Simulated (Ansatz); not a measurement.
`[Cl][SnH]([Cl])[Cl]` + `BrCCBr` → `[Cl][Sn]([Cl])([Cl])[Br]` + `CCBr`  (formal exchange of groups at the Sn–H bond)

Program: Ansatz. Geometries: PBE0-D4/def2-TZVP. ΔE: electronic, gas phase. CBS: MP2 limit from def2 TZ/QZ plus the TZ coupled-cluster correction, frozen cores. DFT in def2-TZVPP. Elements past krypton have def2 core potentials. For Br, Sn outer-core shells are correlated without core-valence functions, which leaves a few kJ/mol of doubt a bond. Scalar relativity is left out up to krypton. One conformer a species, not always the lowest.

```
        level  ΔE (kJ/mol)
      ωB97M-V       -142.7
HF/def2-TZVPP       -150.3
```

(1) What does CCSD(T)/CBS give? (Estimate.)

Largest T1 diagnostic among the species: 0.011.

Answers

(1) Ansatz gave: -146.2 kJ/mol. The listed levels differ from it by 3.5, -4.1 kJ/mol.

The D4 term adds −3.1 kJ/mol with B3LYP and −1.9 kJ/mol with PBE0; it sums over pairs of atoms, weighted by their polarisabilities, and B3LYP, whose exchange is more repulsive, gets the larger term. From PBE to PBE0 (25 % exact exchange), in def2-TZVPP and without D4, ΔE moves by −3.9 kJ/mol.

B3LYP here is the variant with VWN-RPA as its local correlation; programs differ in this.
